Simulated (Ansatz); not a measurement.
Ansatz (a first-principles code) input (B3LYP-D3(BJ)/def2-TZVP):

Ansatz 0.2 input:
```yaml
crystal:
  periodic: [false, false, false]
  atoms:
    - {symbol: Si, position_ang: [0.13096943, -0.25418953, 0.30938735]}
    - {symbol: F, position_ang: [-0.24568030, -0.92679867, 1.71359202]}
    - {symbol: N, position_ang: [1.68394713, -0.75855212, -0.08640833]}
    - {symbol: N, position_ang: [-0.11914136, 1.44356173, 0.57734294]}
    - {symbol: N, position_ang: [-1.15899335, -0.74946410, -0.74377200]}
    - {symbol: H, position_ang: [2.19391440, -0.48601233, -0.90846638]}
    - {symbol: H, position_ang: [0.08988967, 1.79406574, 1.49713912]}
    - {symbol: H, position_ang: [0.15432336, 2.10845124, -0.12500132]}
    - {symbol: H, position_ang: [-1.16227948, -0.45565707, -1.70530849]}
    - {symbol: H, position_ang: [-1.47130315, -1.70292940, -0.66344907]}
basis:
  gaussian:
    orbitals: def2-TZVP
hamiltonian:
  xc: b3lyp
  dispersion: d3bj
magnetization: {spin_polarized: true, initial_magnetization: 1}
relax: {f_tol: 0.002, max_steps: 150}
```

Output:

```
Functional definition: B3LYP
integrals: 0.10 GiB planned
1102 factors; their error is unknown
mean field: 1.24 GiB planned
mean field evaluation 1: about -15136.7717 eV, gradient 6.7e1 eV
mean field evaluation 2: about -15120.2208 eV, gradient 8.8e1 eV
mean field evaluation 4: about -15152.1573 eV, gradient 8.1e0 eV
mean field evaluation 8: about -15152.4492 eV, gradient 2.3e-1 eV
mean field evaluation 16: about -15152.4822 eV, gradient 1.2e-3 eV
mean field -15152.48217728 eV, -556.8434492939 hartree, gradient 3.6e-5 eV, S^2 0.755404; 2 other end points of the search recorded, 0 dependent functions left out
the calculation of the forces begins
reference -15152.48242742 eV, -556.8434584863 hartree; 25, 24 occupied and 166, 167 virtual orbitals, 1102 factors
relax step   1: F+E_penalty+E_count = -15152.82847412 eV  Δ(F+E_penalty+E_count) = +0.000e0 eV  max|allowed force component| = 1.958e0 eV/Å  Δτ_max = 0.0000 Å  (61 SCF iters, accepted)
these checks for a lower state are left out or cut short: starts, cluster_reference, orbital_swaps, neighbouring_geometries, increment
integrals: 0.10 GiB planned
1102 factors; their error is unknown
mean field: 1.24 GiB planned
mean field evaluation 32: about -15152.5242 eV, gradient 5.6e-2 eV
mean field -15152.56294692 eV, -556.8464175233 hartree, gradient 5.2e-5 eV, S^2 0.754940; 0 other end points of the search recorded, 0 dependent functions left out
the calculation of the forces begins
reference -15152.56319696 eV, -556.8464267120 hartree; 25, 24 occupied and 166, 167 virtual orbitals, 1102 factors
relax step   2: F+E_penalty+E_count = -15152.90923398 eV  Δ(F+E_penalty+E_count) = -8.076e-2 eV  max|allowed force component| = 1.276e0 eV/Å  Δτ_max = 0.0671 Å  (42 SCF iters, accepted)
these checks for a lower state are left out or cut short: starts, cluster_reference, orbital_swaps, neighbouring_geometries, increment
integrals: 0.10 GiB planned
1102 factors; their error is unknown
mean field: 1.24 GiB planned
mean field -15152.60476841 eV, -556.8479544348 hartree, gradient 5.4e-5 eV, S^2 0.754452; 0 other end points of the search recorded, 0 dependent functions left out
the calculation of the forces begins
reference -15152.60501687 eV, -556.8479635656 hartree; 25, 24 occupied and 166, 167 virtual orbitals, 1102 factors
relax step   3: F+E_penalty+E_count = -15152.95309300 eV  Δ(F+E_penalty+E_count) = -4.386e-2 eV  max|allowed force component| = 2.490e-1 eV/Å  Δτ_max = 0.0886 Å  (42 SCF iters, accepted)
these checks for a lower state are left out or cut short: starts, cluster_reference, orbital_swaps, neighbouring_geometries, increment
integrals: 0.10 GiB planned
1102 factors; their error is unknown
mean field: 1.24 GiB planned
mean field -15152.59825462 eV, -556.8477150572 hartree, gradient 1.6e-5 eV, S^2 0.754278; 0 other end points of the search recorded, 0 dependent functions left out
the calculation of the forces begins
reference -15152.59850028 eV, -556.8477240853 hartree; 25, 24 occupied and 166, 167 virtual orbitals, 1102 factors
relax step   4: F+E_penalty+E_count = -15152.94480025 eV  Δ(F+E_penalty+E_count) = +8.293e-3 eV  max|allowed force component| = 7.444e-1 eV/Å  Δτ_max = 0.2000 Å  (45 SCF iters, rejected (line search))
these checks for a lower state are left out or cut short: starts, cluster_reference, orbital_swaps, neighbouring_geometries, increment
integrals: 0.10 GiB planned
1102 factors; their error is unknown
mean field: 1.24 GiB planned
mean field -15152.62665694 eV, -556.8487588232 hartree, gradient 4.9e-5 eV, S^2 0.754423; 0 other end points of the search recorded, 0 dependent functions left out
the calculation of the forces begins
reference -15152.62690443 eV, -556.8487679184 hartree; 25, 24 occupied and 166, 167 virtual orbitals, 1102 factors
relax step   5: F+E_penalty+E_count = -15152.97390718 eV  Δ(F+E_penalty+E_count) = -2.081e-2 eV  max|allowed force component| = 1.847e-1 eV/Å  Δτ_max = 0.0976 Å  (40 SCF iters, accepted)
these checks for a lower state are left out or cut short: starts, cluster_reference, orbital_swaps, neighbouring_geometries, increment
integrals: 0.10 GiB planned
1102 factors; their error is unknown
mean field: 1.24 GiB planned
[...]
mean field -15152.70835096 eV, -556.8517610231 hartree, gradient 1.7e-5 eV, S^2 0.754143; 0 other end points of the search recorded, 0 dependent functions left out
the calculation of the forces begins
reference -15152.70860042 eV, -556.8517701906 hartree; 25, 24 occupied and 166, 167 virtual orbitals, 1102 factors
relax step  11: F+E_penalty+E_count = -15153.05750066 eV  Δ(F+E_penalty+E_count) = +1.011e-2 eV  max|allowed force component| = 3.113e-1 eV/Å  Δτ_max = 0.2000 Å  (45 SCF iters, rejected (line search))
these checks for a lower state are left out or cut short: starts, cluster_reference, orbital_swaps, neighbouring_geometries, increment
integrals: 0.10 GiB planned
1102 factors; their error is unknown
mean field: 1.24 GiB planned
mean field -15152.73284304 eV, -556.8526610904 hartree, gradient 1.7e-5 eV, S^2 0.754230; 0 other end points of the search recorded, 0 dependent functions left out
the calculation of the forces begins
reference -15152.73309321 eV, -556.8526702843 hartree; 25, 24 occupied and 166, 167 virtual orbitals, 1102 factors
relax step  12: F+E_penalty+E_count = -15153.08126072 eV  Δ(F+E_penalty+E_count) = -1.365e-2 eV  max|allowed force component| = 1.648e-1 eV/Å  Δτ_max = 0.0964 Å  (39 SCF iters, accepted)
these checks for a lower state are left out or cut short: starts, cluster_reference, orbital_swaps, neighbouring_geometries, increment
integrals: 0.10 GiB planned
1102 factors; their error is unknown
mean field: 1.23 GiB planned
mean field -15152.74054968 eV, -556.8529443044 hartree, gradient 5.1e-5 eV, S^2 0.754150; 0 other end points of the search recorded, 0 dependent functions left out
the calculation of the forces begins
reference -15152.74079995 eV, -556.8529535017 hartree; 25, 24 occupied and 166, 167 virtual orbitals, 1102 factors
relax step  13: F+E_penalty+E_count = -15153.08936794 eV  Δ(F+E_penalty+E_count) = -8.107e-3 eV  max|allowed force component| = 1.068e-1 eV/Å  Δτ_max = 0.1000 Å  (40 SCF iters, accepted)
these checks for a lower state are left out or cut short: starts, cluster_reference, orbital_swaps, neighbouring_geometries, increment
integrals: 0.10 GiB planned
1102 factors; their error is unknown
mean field: 1.24 GiB planned
mean field evaluation 128: about -15152.7414 eV, gradient 1.5e-5 eV
mean field -15152.74141878 eV, -556.8529762431 hartree, gradient 5.6e-5 eV, S^2 0.754082; 0 other end points of the search recorded, 0 dependent functions left out
the calculation of the forces begins
reference -15152.74166787 eV, -556.8529853972 hartree; 25, 24 occupied and 166, 167 virtual orbitals, 1102 factors
relax step  14: F+E_penalty+E_count = -15153.09058824 eV  Δ(F+E_penalty+E_count) = -1.220e-3 eV  max|allowed force component| = 5.716e-1 eV/Å  Δτ_max = 0.1462 Å  (39 SCF iters, accepted)
these checks for a lower state are left out or cut short: starts, cluster_reference, orbital_swaps, neighbouring_geometries, increment
integrals: 0.10 GiB planned
1102 factors; their error is unknown
mean field: 1.24 GiB planned
mean field -15152.72921198 eV, -556.8525276516 hartree, gradient 1.8e-5 eV, S^2 0.754152; 0 other end points of the search recorded, 0 dependent functions left out
the calculation of the forces begins
reference -15152.72945983 eV, -556.8525367597 hartree; 25, 24 occupied and 166, 167 virtual orbitals, 1102 factors
relax step  15: F+E_penalty+E_count = -15153.07824615 eV  Δ(F+E_penalty+E_count) = +1.234e-2 eV  max|allowed force component| = 1.220e-1 eV/Å  Δτ_max = 0.1907 Å  (42 SCF iters, rejected (line search))
these checks for a lower state are left out or cut short: starts, cluster_reference, orbital_swaps, neighbouring_geometries, increment
integrals: 0.10 GiB planned
1102 factors; their error is unknown
mean field: 1.24 GiB planned
mean field -15152.74734623 eV, -556.8531940729 hartree, gradient 5.4e-5 eV, S^2 0.754030; 0 other end points of the search recorded, 0 dependent functions left out
the calculation of the forces begins
reference -15152.74759388 eV, -556.8532031739 hartree; 25, 24 occupied and 166, 167 virtual orbitals, 1102 factors
relax step  16: F+E_penalty+E_count = -15153.09670623 eV  Δ(F+E_penalty+E_count) = -6.118e-3 eV  max|allowed force component| = 2.314e-1 eV/Å  Δτ_max = 0.0775 Å  (40 SCF iters, accepted)
these checks for a lower state are left out or cut short: starts, cluster_reference, orbital_swaps, neighbouring_geometries, increment
integrals: 0.10 GiB planned
1102 factors; their error is unknown
mean field: 1.24 GiB planned
mean field -15152.73023693 eV, -556.8525653176 hartree, gradient 1.7e-5 eV, S^2 0.754084; 0 other end points of the search recorded, 0 dependent functions left out
the calculation of the forces begins
reference -15152.73048553 eV, -556.8525744535 hartree; 25, 24 occupied and 166, 167 virtual orbitals, 1102 factors
relax step  17: F+E_penalty+E_count = -15153.07990785 eV  Δ(F+E_penalty+E_count) = +1.680e-2 eV  max|allowed force component| = 3.475e-1 eV/Å  Δτ_max = 0.1000 Å  (42 SCF iters, rejected (line search))
these checks for a lower state are left out or cut short: starts, cluster_reference, orbital_swaps, neighbouring_geometries, increment
integrals: 0.10 GiB planned
1102 factors; their error is unknown
mean field: 1.24 GiB planned
mean field evaluation 160: about -15152.7499 eV, gradient 1.3e-5 eV
mean field -15152.74993747 eV, -556.8532892991 hartree, gradient 4.4e-5 eV, S^2 0.754038; 0 other end points of the search recorded, 0 dependent functions left out
the calculation of the forces begins
reference -15152.75018543 eV, -556.8532984114 hartree; 25, 24 occupied and 166, 167 virtual orbitals, 1102 factors
relax step  18: F+E_penalty+E_count = -15153.09929379 eV  Δ(F+E_penalty+E_count) = -2.588e-3 eV  max|allowed force component| = 4.607e-2 eV/Å  Δτ_max = 0.0287 Å  (41 SCF iters, accepted)
these checks for a lower state are left out or cut short: starts, cluster_reference, orbital_swaps, neighbouring_geometries, increment
integrals: 0.10 GiB planned
1102 factors; their error is unknown
mean field: 1.24 GiB planned
mean field -15152.75003946 eV, -556.8532930472 hartree, gradient 2.5e-5 eV, S^2 0.754036; 0 other end points of the search recorded, 0 dependent functions left out
the calculation of the forces begins
reference -15152.75028743 eV, -556.8533021600 hartree; 25, 24 occupied and 166, 167 virtual orbitals, 1102 factors
relax step  19: F+E_penalty+E_count = -15153.09941754 eV  Δ(F+E_penalty+E_count) = -1.237e-4 eV  max|allowed force component| = 9.645e-3 eV/Å  Δτ_max = 0.0035 Å  (35 SCF iters, accepted)
these checks for a lower state are left out or cut short: starts, cluster_reference, orbital_swaps, neighbouring_geometries, increment
integrals: 0.10 GiB planned
1102 factors; their error is unknown
mean field: 1.24 GiB planned
mean field -15152.75010648 eV, -556.8532955101 hartree, gradient 2.3e-5 eV, S^2 0.754035; 0 other end points of the search recorded, 0 dependent functions left out
the calculation of the forces begins
reference -15152.75035447 eV, -556.8533046236 hartree; 25, 24 occupied and 166, 167 virtual orbitals, 1102 factors
relax step  20: F+E_penalty+E_count = -15153.09944408 eV  Δ(F+E_penalty+E_count) = -2.654e-5 eV  max|allowed force component| = 3.917e-3 eV/Å  Δτ_max = 0.0027 Å  (34 SCF iters, accepted)
these checks for a lower state are left out or cut short: starts, cluster_reference, orbital_swaps, neighbouring_geometries, increment
integrals: 0.10 GiB planned
1102 factors; their error is unknown
mean field: 1.24 GiB planned
mean field -15152.75014957 eV, -556.8532970936 hartree, gradient 1.8e-5 eV, S^2 0.754032; 0 other end points of the search recorded, 0 dependent functions left out
the calculation of the forces begins
reference -15152.75039757 eV, -556.8533062076 hartree; 25, 24 occupied and 166, 167 virtual orbitals, 1102 factors
relax step  21: F+E_penalty+E_count = -15153.09945225 eV  Δ(F+E_penalty+E_count) = -8.163e-6 eV  max|allowed force component| = 2.064e-3 eV/Å  Δτ_max = 0.0026 Å  (31 SCF iters, accepted)
these checks for a lower state are left out or cut short: starts, cluster_reference, orbital_swaps, neighbouring_geometries, increment
integrals: 0.10 GiB planned
1102 factors; their error is unknown
mean field: 1.24 GiB planned
mean field -15152.75015423 eV, -556.8532972650 hartree, gradient 2.2e-5 eV, S^2 0.754031; 0 other end points of the search recorded, 0 dependent functions left out
the calculation of the forces begins
reference -15152.75040223 eV, -556.8533063788 hartree; 25, 24 occupied and 166, 167 virtual orbitals, 1102 factors
relax step  22: F+E_penalty+E_count = -15153.09945308 eV  Δ(F+E_penalty+E_count) = -8.335e-7 eV  max|allowed force component| = 7.361e-4 eV/Å  Δτ_max = 0.0006 Å  (30 SCF iters, accepted)
integrals: 0.10 GiB planned
1102 factors; their error is unknown
mean field: 1.24 GiB planned
mean field evaluation 192: about -15152.7139 eV, gradient 6.3e-1 eV
mean field -15152.75015423 eV, -556.8532972650 hartree, gradient 2.2e-5 eV, S^2 0.754031; 3 other end points of the search recorded, 0 dependent functions left out
the calculation of the forces begins
reference -15152.75040223 eV, -556.8533063788 hartree; 25, 24 occupied and 166, 167 virtual orbitals, 1102 factors
Total energy: -15153.09970108 eV, -556.8661428748 hartree
Atom 0 at     0.138193    -0.267490     0.321442 Å, force    -0.000140    -0.000127     0.000736 eV/Å
Atom 1 at    -0.045569    -1.000646     1.733423 Å, force    -0.000064     0.000171    -0.000559 eV/Å
Atom 2 at     1.655605    -0.843209    -0.293718 Å, force     0.000377    -0.000553     0.000500 eV/Å
Atom 3 at     0.075252     1.431622     0.416550 Å, force    -0.000135    -0.000018    -0.000132 eV/Å
Atom 4 at    -1.172106    -0.811233    -0.623365 Å, force    -0.000629    -0.000336     0.000339 eV/Å
Atom 5 at     2.121318    -0.224832    -0.959846 Å, force     0.000024     0.000533    -0.000559 eV/Å
Atom 6 at    -0.722800     1.896682     0.822077 Å, force     0.000030    -0.000153    -0.000032 eV/Å
Atom 7 at     0.915914     1.972675     0.540266 Å, force     0.000217     0.000034     0.000076 eV/Å
Atom 8 at    -1.395946    -0.369012    -1.499811 Å, force     0.000042     0.000131    -0.000519 eV/Å
Atom 9 at    -1.474214    -1.772082    -0.591962 Å, force     0.000277     0.000317     0.000149 eV/Å
Dipole moment:    -0.175219     0.489017    -0.394003 e Å
```

It need not be the lowest isomer of its formula.
